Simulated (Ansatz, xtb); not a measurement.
Two isomers of C3H6BFO2

Structure I is `OB(F)OC1CC1`, a singlet and structure II is `C=CCOB(O)F`, a singlet. Both are isolated molecules in the gas phase, relaxed with r2SCAN-D4/def2-SVP; each stands in its lowest conformer found.

I (Å):

```xyz
13

C    -0.3828    1.1076    0.4971
C    -1.5089    1.1463   -0.5079
C    -1.5904    0.2656    0.7177
B     1.6308    0.9809   -0.7820
F     2.7748    0.3428   -1.0030
O     1.3689    2.0974   -1.5041
O     0.8016    0.4458    0.1648
H     0.4943    2.4593   -1.3111
H    -0.2351    1.9803    1.1487
H    -1.3361    0.6445   -1.4655
H    -2.1444    2.0363   -0.5610
H    -2.2804    0.5398    1.5201
H    -1.4528   -0.8084    0.5650
```

II (Å):

```xyz
13

C     0.2291   -2.8884    1.3353
C     0.4816   -1.9138    2.2135
C     0.2696   -0.4530    1.9577
B     0.6865   -0.0473   -0.3731
F     2.0114   -0.0053   -0.1389
O    -0.1899   -0.1876    0.6479
O     0.2126    0.0675   -1.6372
H    -0.1757   -2.6661    0.3427
H     0.4082   -3.9372    1.5862
H     0.8685   -2.1553    3.2125
H    -0.4912   -0.0609    2.6568
H     1.2067    0.0977    2.1669
H     0.9240    0.1804   -2.2785
```

Estimate which is lower in electronic energy at CCSD(T)/def2-SVP + ΔMP2/def2-TZVPP, and by roughly how much.

The CCSD(T)/def2-SVP + ΔMP2/def2-TZVPP calculation puts structure II lower, by 0.299 eV.

The same difference at several levels:

```
                             level            geometry  E(II) − E(I) (eV)  departure from the last row (eV)  job, with rough time for the two
                r2SCAN-D4/def2-SVP  r2SCAN-D4/def2-SVP              −0.113                            +0.186               optimisation, 2 min
                       HF/def2-SVP  r2SCAN-D4/def2-SVP              −0.348                            −0.049           part of the CCSD(T) run
                      MP2/def2-SVP  r2SCAN-D4/def2-SVP              −0.122                            +0.177           part of the CCSD(T) run
                  CCSD(T)/def2-SVP  r2SCAN-D4/def2-SVP              −0.246                            +0.053                      single point
CCSD(T)/def2-SVP + ΔMP2/def2-TZVPP  r2SCAN-D4/def2-SVP              −0.299                                                  single point, 63 s
```

As drawn, II has 1 C=C in place of 2 C–C. Structure I has a 3-membered ring, II no ring.

None of the levels shown reverses the order. The largest departure from CCSD(T)/def2-SVP + ΔMP2/def2-TZVPP is that of r2SCAN-D4/def2-SVP, 0.186 eV. Levels run at GFN2-xTB geometries aren't shown. The last row adds to CCSD(T) the change of the MP2 difference between the two basis sets, here −0.053 eV.

With thermal terms from frequencies at re-optimised GFN2-xTB minima (ideal gas, soft modes damped towards free rotors, one conformer each, 298.15 K, 1 atm): on the last row, ΔE + ΔZPE = −0.346, ΔH = −0.327, ΔG = −0.368 eV.

The correlated steps freeze 7 core orbitals. Run with Ansatz 0.2.0, xtb 6.7.1; the last row on 2 threads of Intel(R) Xeon(R) Processor on a shared host.
